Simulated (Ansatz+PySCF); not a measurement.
Values are calculated unless marked as measured or tabulated.
Input for PySCF 2.14.0:

```python
from pyscf import gto, scf, cc

mol = gto.M(atom="""
Be 0.000000 0.000000 0.000000
Si 0.785980 1.047970 2.268920
""", basis='sto-3g', charge=0, spin=0)
mf = scf.RHF(mol)
mf.kernel()
mycc = cc.CCSD(mf, frozen=5).run()
et = mycc.ccsd_t()
print(mf.e_tot, mycc.e_corr, et, mycc.e_tot + et)
```

The script is written out from the run's settings.

The run gave:

```json
{
  "Converged": "yes",
  "Reference energy": "-299.77947 hartree",
  "CCSD correlation energy": "-0.09055 hartree",
  "Triples correction": "-0.00368 hartree",
  "Total energy": "-299.87370 hartree",
  "Spin squared of the determinant": "0.000"
}
```

Caution: large amplitudes, a single reference is doubtful; another spin multiplicity may lie lower; an unrestricted determinant lies well below; another reference gives a lower total.
